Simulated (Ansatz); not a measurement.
```xyz
13

O    -0.8304    1.6553   -0.2254
Si    0.1701    0.7979   -1.2449
C     1.0291   -0.4410   -0.1576
Si   -0.0826   -1.2120    1.1210
O    -0.7613   -0.0694    2.0624
Cl   -1.5151   -2.2910    0.0938
H    -1.4027    2.3200   -0.6109
H     1.1356    1.7263   -1.8944
H    -0.6272    0.1344   -2.3084
H     1.8536    0.0526    0.3692
H     1.4605   -1.2250   -0.7889
H     0.6062   -2.1643    2.0142
H    -1.0357    0.7162    1.5698
```

Charge 0, multiplicity 1.

**Question.** List the PBE0/def2-TZVPP orbital energies in eV (Ansatz 0.2.0). (Estimate.)

**Answer.** Ansatz gave: Occupied: -2767.02, -1803.69, -1803.27, -523.29, -522.58, -278.12, -258.88, -197.15, -197.03, -197.03, -145.84, -145.52, -100.55, -100.50, -100.46, -100.22, -100.16, -100.16, -28.72, -28.08, -22.81, -20.11, -16.12, -15.39, -13.87, -12.96, -12.11, -11.62, -11.15, -10.86, -10.64, -10.19, -9.42, -9.26, -8.98, -8.90, -8.47. Lowest empty: -0.14, 0.93, 1.19, 1.35, 1.54, 1.93, 2.23, 2.43.
